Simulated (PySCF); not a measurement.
PySCF job for H₂O₂S₂, SMILES OSSO, TDDFT-M06-2X/def2-SVPD. Geometry: B3LYP-D3(BJ)/def2-SVP. The values are those of a single conformer.

```python
import numpy as np
from pyscf import gto, scf, dft, tdscf

mol = gto.M(
    atom='''
    O     1.85684994    0.41964486   -0.69447579
    S     0.92069815   -0.41409705    0.44269294
    S    -0.92069816    0.41409705    0.44269294
    O    -1.85684992   -0.41964486   -0.69447579
    H     1.79435664   -0.07445902   -1.52728073
    H    -1.79435663    0.07445900   -1.52728073
    ''',
    basis='def2-SVPD',
    charge=0,
    spin=0,
    symmetry=True,
    max_memory=1600,
    verbose=4,
)
mf = dft.RKS(mol, xc='m06-2x').density_fit(auxbasis='def2-universal-jkfit')
mf.grids.level = 4
mf.conv_tol = 1e-9
mf.max_cycle = 100
mf.kernel()
mf.grids = dft.Grids(mol).set(level=2).build(with_non0tab=True)  # coarser grid for the response kernel
td = tdscf.TDDFT(mf)
td.singlet = True
td.nstates = 10
td.conv_tol = 1e-4
td.positive_eig_threshold = 1e-6
td.kernel(x0=td.get_init_guess(mf, 15))
td.analyze()
tt = tdscf.TDA(mf)
tt.singlet = False
tt.nstates = 4
tt.conv_tol = 1e-4
tt.positive_eig_threshold = 1e-6
tt.kernel(x0=tt.get_init_guess(mf, 9))
tt.analyze(verbose=3)
```

Program output:

```
PySCF version 2.14.0

[INPUT] verbose = 4
[INPUT] num. atoms = 6
[INPUT] num. electrons = 50
[INPUT] charge = 0
[INPUT] spin (= nelec alpha-beta = 2S) = 0
[INPUT] symmetry True subgroup None
[INPUT] Mole.unit = angstrom
[INPUT] Symbol           X                Y                Z      unit          X                Y                Z       unit  Magmom
[INPUT]  1 O      1.856849940000   0.419644860000  -0.694475790000 AA    3.508937841015   0.793013854981  -1.312369043241 Bohr   0.0
[INPUT]  2 S      0.920698150000  -0.414097050000   0.442692940000 AA    1.739867346894  -0.782530013490   0.836568413879 Bohr   0.0
[INPUT]  3 S     -0.920698160000   0.414097050000   0.442692940000 AA   -1.739867365791   0.782530013490   0.836568413879 Bohr   0.0
[INPUT]  4 O     -1.856849920000  -0.419644860000  -0.694475790000 AA   -3.508937803221  -0.793013854981  -1.312369043241 Bohr   0.0
[INPUT]  5 H      1.794356640000  -0.074459020000  -1.527280730000 AA    3.390842619395  -0.140707155304  -2.886142295026 Bohr   0.0
[INPUT]  6 H     -1.794356630000   0.074459000000  -1.527280730000 AA   -3.390842600498   0.140707117509  -2.886142295026 Bohr   0.0

nuclear repulsion = 225.047683946467
point group symmetry = C2
symmetry origin: [ 3.77945222e-10 -7.55890450e-10 -7.55890479e-10]
symmetry axis x: [ 1.00000000e+00 -6.49555967e-10 -2.81427232e-09]
symmetry axis y: [-6.49555959e-10 -1.00000000e+00  2.95491461e-09]
symmetry axis z: [-2.81427232e-09 -2.95491449e-09 -1.00000000e+00]
num. orbitals of irrep A = 58
num. orbitals of irrep B = 58
number of shells = 48
number of NR pGTOs = 176
number of NR cGTOs = 116
basis = def2-SVPD
ecp = {}


[settings echo left out]
init E= -947.948228245002
HOMO (A) = -0.287184067807644  LUMO (B) = -0.072571681551878  gap/eV = 5.83990
cycle= 1 E= -947.464574666391  delta_E= 0.484  |g|= 0.667  |ddm|= 2.88
HOMO (A) = -0.312428330281146  LUMO (B) = -0.0201090120134828  gap/eV = 7.95441
cycle= 2 E= -947.391675108045  delta_E= 0.0729  |g|= 0.918  |ddm|= 1.35
HOMO (A) = -0.32622979069735  LUMO (A) = -0.0173510488380795  gap/eV = 8.40502
cycle= 3 E= -947.555967311172  delta_E= -0.164  |g|= 0.0796  |ddm|= 0.783
HOMO (A) = -0.324490432669937  LUMO (A) = -0.0118688830299543  gap/eV = 8.50687
cycle= 4 E= -947.557484663553  delta_E= -0.00152  |g|= 0.0163  |ddm|= 0.102
HOMO (A) = -0.325861033390181  LUMO (A) = -0.01231342800927  gap/eV = 8.53206
cycle= 5 E= -947.557588468941  delta_E= -0.000104  |g|= 0.00362  |ddm|= 0.0295
HOMO (A) = -0.325620758016568  LUMO (A) = -0.0122328044965263  gap/eV = 8.52772
cycle= 6 E= -947.557596393965  delta_E= -7.93e-06  |g|= 0.000846  |ddm|= 0.00948
HOMO (A) = -0.325678517982089  LUMO (A) = -0.0122764832414886  gap/eV = 8.52810
cycle= 7 E= -947.557597154773  delta_E= -7.61e-07  |g|= 0.000181  |ddm|= 0.00366
HOMO (A) = -0.325646801138138  LUMO (A) = -0.0122638949250207  gap/eV = 8.52758
cycle= 8 E= -947.557597174465  delta_E= -1.97e-08  |g|= 7.85e-05  |ddm|= 0.000511
HOMO (A) = -0.325657047852915  LUMO (A) = -0.0122678439575572  gap/eV = 8.52775
cycle= 9 E= -947.557597177036  delta_E= -2.57e-09  |g|= 1.17e-05  |ddm|= 0.000187
HOMO (A) = -0.325654514496101  LUMO (A) = -0.0122675057000876  gap/eV = 8.52769
cycle= 10 E= -947.557597177101  delta_E= -6.55e-11  |g|= 2.54e-06  |ddm|= 2.92e-05
HOMO (A) = -0.32565520387194  LUMO (A) = -0.012267707998904  gap/eV = 8.52771
Extra cycle  E= -947.557597177098  delta_E= 3.41e-12  |g|= 1.33e-06  |ddm|= 6.18e-06
converged SCF energy = -947.557597177098
tot grids = 56656
Overwritten attributes  positive_eig_threshold  of <class 'pyscf.tdscf.rks.TDDFT'>


******** <class 'pyscf.tdscf.rks.TDDFT'> for <class 'pyscf.df.df_jk.DFSymAdaptedRKS'> ********
nstates = 10 singlet
deg_eia_thresh = 1.000e-03
wfnsym = None
conv_tol = 0.0001
eigh lindep = 1e-12
eigh level_shift = 0
eigh max_cycle = 100


Excitation energies (eV)
[5.0881824  5.16850244 5.43377636 5.77321548 6.0432899  6.05324059
 6.24807902 6.36827951 6.77133357 7.16254257]

** Singlet excitation energies and oscillator strengths **
Excited State   1:    A      5.08818 eV    243.67 nm  f=0.0032
      24 -> 27        0.36316
      24 -> 28       -0.12650
      24 -> 32        0.11242
      25 -> 26        0.50269
      25 -> 29       -0.22007
      25 -> 30       -0.11194
Excited State   2:    B      5.16850 eV    239.88 nm  f=0.0037
      24 -> 26        0.36306
      24 -> 29       -0.17581
      25 -> 27        0.50873
      25 -> 28       -0.14274
      25 -> 32        0.13137
Excited State   3:    B      5.43378 eV    228.17 nm  f=0.0034
      24 -> 26       -0.10758
      25 -> 27        0.30224
      25 -> 28        0.57656
      25 -> 31       -0.18135
      25 -> 32       -0.11016
      25 -> 33       -0.10120
Excited State   4:    A      5.77322 eV    214.76 nm  f=0.0026
      24 -> 27        0.39758
      24 -> 28        0.52679
      24 -> 31       -0.16316
      24 -> 33       -0.11458
      25 -> 26       -0.10588
Excited State   5:    B      6.04329 eV    205.16 nm  f=0.0042
      22 -> 26        0.11232
      23 -> 27        0.56290
      23 -> 28        0.14669
      23 -> 33       -0.13227
      24 -> 26        0.21023
      25 -> 27       -0.16592
      25 -> 28        0.15462
Excited State   6:    A      6.05324 eV    204.82 nm  f=0.0054
      24 -> 27        0.40216
      24 -> 28       -0.34133
      24 -> 31        0.12037
      24 -> 32        0.17110
      25 -> 26       -0.38338
Excited State   7:    A      6.24808 eV    198.44 nm  f=0.0040
      22 -> 27       -0.18248
      23 -> 26       -0.60491
      23 -> 29        0.21379
      23 -> 30        0.10964
      23 -> 35       -0.11383
Excited State   8:    B      6.36828 eV    194.69 nm  f=0.0473
      23 -> 27       -0.31216
      23 -> 28        0.31935
      23 -> 31       -0.11475
      23 -> 32       -0.14796
      24 -> 26        0.39418
      24 -> 29       -0.10963
      25 -> 27       -0.19645
      25 -> 28        0.15654
Excited State   9:    A      6.77133 eV    183.10 nm  f=0.0097
      25 -> 26        0.25572
      25 -> 29        0.61339
      25 -> 30        0.13207
Excited State  10:    B      7.16254 eV    173.10 nm  f=0.0361
      24 -> 26        0.27274
      24 -> 29        0.57660
      25 -> 31       -0.17473
      25 -> 32       -0.11809

** Transition electric dipole moments (AU) **
state          X           Y           Z        Dip. S.      Osc.
  1        -0.0000     -0.0000      0.1603      0.0257      0.0032
  2        -0.1547      0.0724     -0.0000      0.0292      0.0037
  3        -0.0542     -0.1505     -0.0000      0.0256      0.0034
  4        -0.0000     -0.0000     -0.1358      0.0184      0.0026
  5         0.1124      0.1252      0.0000      0.0283      0.0042
  6        -0.0000      0.0000     -0.1909      0.0364      0.0054
  7        -0.0000      0.0000      0.1624      0.0264      0.0040
  8         0.5246     -0.1669     -0.0000      0.3030      0.0473
  9        -0.0000      0.0000      0.2414      0.0583      0.0097
 10         0.1884      0.4128     -0.0000      0.2059      0.0361

** Transition velocity dipole moments (imaginary part, AU) **
state          X           Y           Z        Dip. S.      Osc.
  1        -0.0000     -0.0000      0.0320      0.0010      0.0037
  2        -0.0350      0.0086     -0.0000      0.0013      0.0045
  3        -0.0079     -0.0357     -0.0000      0.0013      0.0045
  4        -0.0000     -0.0000     -0.0333      0.0011      0.0035
  5         0.0280      0.0378     -0.0000      0.0022      0.0067
  6        -0.0000     -0.0000     -0.0492      0.0024      0.0072
  7        -0.0000     -0.0000      0.0437      0.0019      0.0055
  8         0.1221     -0.0385      0.0000      0.0164      0.0467
  9         0.0000      0.0000      0.0595      0.0035      0.0095
 10         0.0564      0.1156     -0.0000      0.0165      0.0419

** Transition magnetic dipole moments (imaginary part, AU) **
state          X           Y           Z
  1        -0.0000      0.0000      0.4576
  2         1.1366     -0.5039      0.0000
  3         0.3873      0.4575      0.0000
  4        -0.0000      0.0000     -0.6432
  5        -0.2386     -0.6580     -0.0000
  6        -0.0000      0.0000     -0.3378
  7        -0.0000      0.0000      0.6948
  8         0.3307     -0.0002      0.0000
  9         0.0000      0.0000     -0.4664
 10         0.6374     -0.0019     -0.0000
Overwritten attributes  positive_eig_threshold  of <class 'pyscf.tdscf.rks.TDA'>


******** <class 'pyscf.tdscf.rks.TDA'> for <class 'pyscf.df.df_jk.DFSymAdaptedRKS'> ********
nstates = 4 triplet
deg_eia_thresh = 1.000e-03
wfnsym = None
conv_tol = 0.0001
eigh lindep = 1e-12
eigh level_shift = 0
eigh max_cycle = 100


Excitation energies (eV)
[4.34785834 4.49572747 4.89850122 5.05642145]

** Triplet excitation energies and oscillator strengths **
Excited State   1:    B      4.34786 eV    285.16 nm  f=0.0000
Excited State   2:    A      4.49573 eV    275.78 nm  f=0.0000
Excited State   3:    B      4.89850 eV    253.11 nm  f=0.0000
Excited State   4:    A      5.05642 eV    245.20 nm  f=0.0000
```

The calculation finished and met its thresholds.
